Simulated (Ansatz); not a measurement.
Stepwise reaction of `[CH3][GeH]([CH3])[SH]` with methanol, as a gas-phase model of exchange steps in deposition or etching. ΔE in kJ/mol.

Calculated with Ansatz (gas phase, PBE0-D4/def2-TZVP geometries, no zero-point term in ΔE). CCSD(T)/CBS adds triple-zeta CCSD(T) − MP2 to the extrapolated MP2 energy (def2 sets, frozen cores). This one scheme is used for every species. DFT in def2-TZVPP. B3LYP here is the variant with VWN-RPA as its local correlation; programs differ in this. For Ge outer-core shells are correlated without core-valence functions, which leaves a few kJ/mol of doubt a bond. Scalar relativity is left out up to krypton. Each species was taken in one conformer, which may not be the lowest.

```json
{"step": "1", "reaction": "`[CH3][GeH]([CH3])[SH]` + CH₃OH → `C[O][GeH]([CH3])[SH]` + CH₄", "PBE-D4": "-54.1", "B3LYP-D4": "-60.8", "ωB97M-V": "-56.0", "CCSD(T)/CBS": "-54.2"}
{"step": "2", "reaction": "`C[O][GeH]([CH3])[SH]` + CH₃OH → `C[O][GeH]([SH])[O]C` + CH₄", "PBE-D4": "-48.0", "B3LYP-D4": "-55.2", "ωB97M-V": "-51.9", "CCSD(T)/CBS": "-50.4"}
```

Question: By hand: ΔE of the 2 steps together at CCSD(T)/CBS.

Answer: (-54.2) + (-50.4) = -104.6 kJ/mol, or -52.3 kJ/mol a step.

In ΔE the steps differ by no more than 3.8 kJ/mol. All are downhill at CCSD(T)/CBS. PBE-D4 differs from CCSD(T)/CBS by 0.1 to 2.4 kJ/mol a step. Only this route is followed, and other bonds may react first. Isolated molecules leave out the surface, adducts and barriers. Largest T1 diagnostic: 0.012.
